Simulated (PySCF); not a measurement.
## Niobium: a sound run and one with changed settings

Sound run: Nb⁺ [Kr] 4d4, Nb²⁺ [Kr] 4d3. Calculation: PySCF 2.14, in aug-cc-pVDZ-PP with ECP28MDF (5s5p4d2f, 54 functions); scalar relativity through the core potential. The sound run starts from symmetry-adapted Hartree-Fock orbitals and uses a fine grid where one is needed.

Changed run: 26 angular points. This setting is unsound on purpose.

| species | method | sound run (hartree) | changed run (hartree) | converged |
| --- | --- | --- | --- | --- |
| Nb⁺ | UHF | -55.92700 | -55.92700 | yes |
| Nb⁺ | M06-2X | -56.28168 | -56.28004 | yes |
| Nb⁺ | BP86 | -56.44197 | -56.44919 | yes |
| Nb²⁺ | UHF | -55.44583 | -55.44583 | yes |
| Nb²⁺ | M06-2X | -55.75731 | -55.74895 | yes |
| Nb²⁺ | BP86 | -55.90777 | -55.93079 | yes |

Ionisation energy of Nb⁺:

```
method  sound run (eV)  changed run (eV)
   UHF          13.093            13.093
M06-2X          14.269            14.452
  BP86          14.536            14.106
```

A coarse angular grid integrates products of high-l functions wrongly, so density functionals can shift, and the SCF can exploit the error; Hartree-Fock and MP2 need no grid.

For comparison, NIST gives 14.32 eV between the lowest levels.
